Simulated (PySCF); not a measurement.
```xyz
6
charge 0 multiplicity 1, angstrom
Nb    0.0000    0.0000    0.0300
F     0.0000    0.0000    1.8727
F     1.7927    0.0000   -0.5011
F     0.0000    1.7927   -0.5011
F    -1.7927    0.0000   -0.5011
F     0.0000   -1.7927   -0.5011
```

All numbers come from PBE/[Nb def2-SVP with ECP28, F def2-SVP], scalar-relativistic core potentials, density fitting, no spin–orbit coupling, PySCF.

This geometry of NbF5 is a stationary point at this level.

(1) What is the point group?

(2) Is it a minimum?

(3) List the harmonic modes with their infrared intensities.

## Answers

(1) C4v.

(2) No: it has 1 imaginary mode, at 49i cm⁻¹ (b1).

(3) 
```json
{"symmetry": "b1", "ω (cm⁻¹)": "49i", "IR (km/mol, summed over degenerate members)": "–", "type": "bend"}
{"symmetry": "e", "ω (cm⁻¹)": "185", "IR (km/mol, summed over degenerate members)": "6.7", "type": "bend"}
{"symmetry": "a1", "ω (cm⁻¹)": "232", "IR (km/mol, summed over degenerate members)": "20.9", "type": "bend"}
{"symmetry": "e", "ω (cm⁻¹)": "246", "IR (km/mol, summed over degenerate members)": "42.0", "type": "bend"}
{"symmetry": "b2", "ω (cm⁻¹)": "324", "IR (km/mol, summed over degenerate members)": "0.0", "type": "bend"}
{"symmetry": "b1", "ω (cm⁻¹)": "620", "IR (km/mol, summed over degenerate members)": "0.0", "type": "stretch"}
{"symmetry": "a1", "ω (cm⁻¹)": "701", "IR (km/mol, summed over degenerate members)": "0.7", "type": "stretch"}
{"symmetry": "e", "ω (cm⁻¹)": "716", "IR (km/mol, summed over degenerate members)": "479", "type": "stretch"}
{"symmetry": "a1", "ω (cm⁻¹)": "746", "IR (km/mol, summed over degenerate members)": "142", "type": "stretch"}
```

This need not be the most stable arrangement of these atoms. At this level a singlet minimum of D3h symmetry lies 6 kJ/mol below this structure.
